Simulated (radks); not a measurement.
All-electron atom: Re V in [Kr] 4d10 4f14 5s2 5p5 5d3 6s1 (not the ground configuration).

Calculated with a radial shooting solver on a logarithmic mesh with Libxc functionals: scalar-relativistic Kohn-Sham, SCAN, spin-unpolarised, spherical densities, finite nucleus; meta-GGA in the generalised Kohn-Sham scheme; Fermi nuclear charge, rms radius 5.3698 fm.

Energy parts (eV):
part                       energy
total                  -454065.00
kinetic                 501635.21
electron-nucleus      -1120204.43
Hartree                 173481.12
exchange-correlation     -8976.90

Orbitals (lengths in bohr, moments of r in powers of bohr; r(90%) holds 90 % of the orbital's charge):
orbital  occ.  eigenvalue (eV)  r(90%)
1s          2        -71781.82  0.0329
2s          2        -12516.22   0.118
2p          6        -10926.75   0.111
3s          2        -2949.815   0.289
3p          6        -2478.191   0.296
3d         10        -1942.528   0.278
4s          2        -662.6332   0.631
4p          6        -507.2282   0.680
4d         10        -311.5146   0.748
5s          2        -136.7244    1.46
5p          5         -96.7191    1.70
4f         14         -95.0058   0.942
5d          3         -49.9708    2.30
6s          1         -42.0747    3.25

The highest occupied level is 6s at -42.075 eV. The density falls to 0.001 e/bohr^3 at r = 3.53 bohr. Summed over all electrons, <r^2> = 35.48 bohr^2, which gives a Langevin (diamagnetic) susceptibility term of -28.1 x 10^-6 cm^3/mol.
